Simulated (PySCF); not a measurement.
Structure from NMR data

The spectra below were simulated for a compound C7H4FNO.

1H NMR (400 MHz, computed): δ 7.52 (m, 1H), 7.45 (m, 1H), 7.38 (m, 1H), 5.41 (br s, 1H).

13C{1H} NMR (computed): δ 161.9, 152.7, 131.1, 130.9, 126.8, 119.1, 106.7.

[PySCF: geometry from GFN2-xTB; shieldings: GIAO PBE0/pcSseg-1; non-relativistic; no solvent; single conformer]

Shifts are taken against calculated references (same method and geometry level): TMS for 1H (σref 31.72) and 13C (σref 186.93).

**Question.** Which of these isomers gave the spectra?
A. N#Cc1cccc(O)c1F
B. Fc1cccc2cnoc12
C. N#CC1=C[C@@H]2C=C(F)[C@H]1O2
D. CC#C/C(F)=C(\C#N)C=O

**Answer.** A. 

1. The formula gives 6 degrees of unsaturation (1 ring in the answer).
2. 7 carbon signals for 7 carbons: no two carbons are equivalent.
3. Carbon types of the structure: 4 × C, 3 × CH, leaving 1 H on heteroatoms.
4. δC 161.9: aromatic carbon bearing fluorine; an ipso carbon deshielded by its heteroatom.
5. δC 152.7: aromatic carbon bearing oxygen; an ipso carbon deshielded by its heteroatom.
6. δC 131.1, 130.9, 126.8: aromatic CH; the aromatic region.
7. δC 119.1: nitrile carbon; this is the usual window of a C≡N carbon, which has no attached hydrogen.
8. δC 106.7: substituted aromatic carbon.

The others: CC#C/C(F)=C(\C#N)C=O would give 2 signals for carbon-bound and other non-exchanging H, not 3; N#CC1=C[C@@H]2C=C(F)[C@H]1O2 would give 4 signals for carbon-bound and other non-exchanging H, not 3; Fc1cccc2cnoc12 would give 4 signals for carbon-bound and other non-exchanging H, not 3.

The OH or NH signal is concentration- and solvent-dependent in practice; the value given is the gas-phase one. Splittings by 19F in the carbon and heteronuclear signals aren't shown, as no couplings were computed. Shifts are as computed. Against solution values, carbons near 30 ppm lie about +3 ppm off and those near 130 ppm about +5 ppm. Of 1211 compounds with measured shifts, 218 miss one by over three times the rms of a fit or turn the order of signals round; such compounds aren't used in these exercises. Multiplicities follow the n + 1 count of equivalent neighbours, as no J values were calculated; m marks all less simple cases, F and P coupling included.
